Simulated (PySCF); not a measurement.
C2H7Ga, SMILES [CH3][GaH][CH3].

Coordinates come from a PBE-D3(BJ)/def2-SVP optimisation. The structure was generated by enumeration; whether it is a known compound was not checked.

Method: PBE-D3(BJ)/def2-SVP (PySCF).

Frequencies are harmonic and unscaled.

| mode | ν (cm⁻¹) | IR (km/mol) | moving atoms (share of kinetic energy) |
|---|---|---|---|
| 1 | 32 | 0.0 | H 98 % |
| 2 | 39 | 0.4 | H 89 % |
| 3 | 147 | 1.9 | C 47 %, H 33 %, Ga 19 % |
| 4 | 382 | 25.9 | H 96 % |
| 5 | 522 | 47.1 | H 97 % |
| 6 | 526 | 5.4 | C 72 %, H 20 % |
| 7 | 567 | 22.7 | H 58 %, C 31 %, Ga 10 % |
| 8 | 568 | 32.0 | H 47 %, C 38 %, Ga 14 % |
| 9 | 711 | 70.4 | H 76 %, C 20 % |
| 10 | 744 | 72.9 | H 75 %, C 22 % |
| 11 | 755 | 85.7 | H 85 %, C 15 % |
| 12 | 1162 | 16.8 | H 80 %, C 20 % |
| 13 | 1165 | 0.8 | H 82 %, C 18 % |
| 14 | 1371 | 2.3 | H 95 % |
| 15 | 1377 | 0.0 | H 95 % |
| 16 | 1380 | 0.5 | H 96 % |
| 17 | 1382 | 4.2 | H 95 % |
| 18 | 1861 | 234.8 | H 99 % |
| 19 | 2967 | 6.1 | H 97 % |
| 20 | 2968 | 1.1 | H 97 % |
| 21 | 3056 | 0.0 | H 91 %, C 9 % |
| 22 | 3057 | 10.2 | H 91 %, C 9 % |
| 23 | 3085 | 0.1 | H 91 %, C 9 % |
| 24 | 3086 | 15.8 | H 91 %, C 9 % |
